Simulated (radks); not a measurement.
Values are calculated unless marked as measured or tabulated.
Neutral tantalum, configuration [Xe] 4f14 5d3 6s2 (the NIST ground configuration). Level of theory: scalar-relativistic Kohn-Sham, LDA (Slater exchange, Perdew-Wang correlation), spin-polarised, spherical densities, point nucleus; open shells are filled with parallel spins first (spin-orbit coupling, left out, can overturn this in heavy ions); hard spherical wall at 8 bohr (a radial shooting solver on a logarithmic mesh with Libxc functionals).

Radial electron density D(r) = 4 pi r^2 rho(r):

r (bohr)  D(r) (e/bohr)    spin D(r)
0.001245          10.14  -0.00000229
0.001674          15.70  -0.00000387
0.002269          24.05  -0.00000690
0.00305           35.37   -0.0000128
0.004101          50.00   -0.0000254
0.005513          67.07   -0.0000538
0.007413          83.96    -0.000119
0.009966          96.23    -0.000265
0.0134            99.43    -0.000559
0.01816           93.47     -0.00104
0.02441           88.26     -0.00131
0.03283           97.76     0.000383
0.04413           121.6      0.00907
0.05933           133.7       0.0334
0.07977           116.2       0.0765
0.1073            102.8        0.112
0.1454            119.4       0.0786
0.1954            108.7      -0.0119
0.2627            67.66      0.00997
0.3533            66.69        0.168
0.4749            70.46        0.130
0.6385            42.68      -0.0403
0.8585            21.90        0.286
1.164             13.54         1.12
1.564             6.946         1.57
2.103             3.047         1.31
2.828             1.626        0.725
3.802            0.7934        0.250
5.111            0.2271       0.0430
6.872           0.01923      0.00200

D(r) has 4 maxima, at r = 0.0127, 0.0575, 0.160, 0.428 bohr, and minima at 0.0244, 0.104, 0.301 bohr, inside which lie 1.91, 11.07, 29.79 electrons.
